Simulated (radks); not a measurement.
Effect of the nuclear size on the selenium ion Se2+, [Ar] 3d10 4s2 4p2. All-electron calculation, Dirac Kohn-Sham, PBE, spin-unpolarised, spherical densities, finite nucleus; open shells are shared between the two j in proportion to 2j + 1; Fermi nuclear charge, rms radius 4.14 fm. Program: a radial shooting solver on a logarithmic mesh with Libxc functionals. The rms radius is varied about that value; shifts are against it.

\begin{tabular}{lrrrrrr}
rms radius (fm) & total energy shift (eV) & density at nucleus (e/bohr^3) & 1s1/2 shift (meV) & 2s1/2 shift (meV) & 3p1/2 shift (meV) & 4s1/2 shift (meV) \\ \hline
3.4693 & -0.139 & 4.027e+04 & -59.1 & -5.87 & 0.095 & -0.090 \\
4.0117 & -0.0284 & 3.986e+04 & -12.0 & -1.20 & 0.019 & -0.018 \\
4.14 & 0 & 3.977e+04 & 0.000 & 0.000 & 0.000 & 0.000 \\
4.4878 & 0.0811 & 3.954e+04 & 34.4 & 3.42 & -0.056 & 0.053 \\
4.5954 & 0.107 & 3.947e+04 & 45.6 & 4.53 & -0.074 & 0.070 \\
\end{tabular}

Slopes of the eigenvalues against <r^2> in GHz/fm^2, as finite differences over the two radii next to the reference (eigenvalue slopes, not the field-shift constants of lines): 1s1/2 2780, 2s1/2 276, 3p1/2 -4.48, 4s1/2 4.24.
